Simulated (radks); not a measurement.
The niobium ion Nb31+, configuration [Ne] (the NIST ground configuration). Method: scalar-relativistic Kohn-Sham, OLYP, spin-polarised, spherical densities, finite nucleus; Fermi nuclear charge, rms radius 4.324 fm; computed with a radial shooting solver on a logarithmic mesh with Libxc functionals.

Normalised radial functions P(r) = r R(r), r in bohr:

```
   r/bohr * 1s, o 2s, + 2p (the largest magnitude, 4.71, reaches the edge; | marks zero, & curves that meet)
 0.002183                             + o    *
 0.002645                             +  o    *
 0.003205                             +  o     *
 0.003883                             +   o      *
 0.004705                             +   o        *
 0.005701                             +    o        *
 0.006908                             |+   o           *
  0.00837                             |+    o            *
  0.01014                             |+     o             *
  0.01229                             |+     o               *
  0.01489                             | +     o                *
  0.01804                             |  +    o                 *
  0.02186                             |   +   o                  *
   0.0267                             |    + o                   *
  0.03235                             |    o+                   *
   0.0392                             |  o    +              *
   0.0475                             o         +         *
  0.05755                          o  |           +   *
  0.06973                      o      |           *+
  0.08449                  o          |       *      +
   0.1024               o             |    *         +
    0.124              o              | *            +
   0.1503              o              |*           +
   0.1821                o            *          +
   0.2207                   o         *       +
   0.2674                       o     *    +
    0.324                          o  *  +
   0.3925                            o*+
   0.4756                             &
```

1s: eigenvalue -20514 eV, 0 radial nodes, <r> = 0.0361 bohr, 90 % of the charge inside 0.0646 bohr. 2s: eigenvalue -4236.0 eV, 1 radial node at r = 0.0479 bohr, <r> = 0.155 bohr, 90 % of the charge inside 0.238 bohr. 2p: eigenvalue -3974.2 eV, 0 radial nodes, <r> = 0.134 bohr, 90 % of the charge inside 0.218 bohr.
